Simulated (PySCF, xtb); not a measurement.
F₂H₅NSi₂, SMILES [SiH](N[SiH3])(F)F. Other conformers were not sampled.

Harmonic wavenumbers (cm⁻¹) from GFN2-xTB (xtb) at its own minimum, in rising order: 23, 45, 123, 199, 214, 274, 298, 575, 581, 643, 670, 729, 752, 787, 805, 843, 887, 1020, 1199, 2247, 2263, 2268, 2455, 3491.

Problem. What does PySCF 2.14.0 with PBE0-D3(BJ)/def2-SVP give at its own minimum? (Estimate from the structure and the level; the computed values follow.)

Solution. 24, 79, 180, 226, 278, 376, 443, 622, 721, 787, 826, 855, 897, 929, 949, 963, 965, 1010, 1214, 2231, 2237, 2257, 2351, 3601. Paired by order, the mean absolute difference is 82 cm⁻¹ and the zero-point energies are 33.4 and 35.8 kcal/mol.
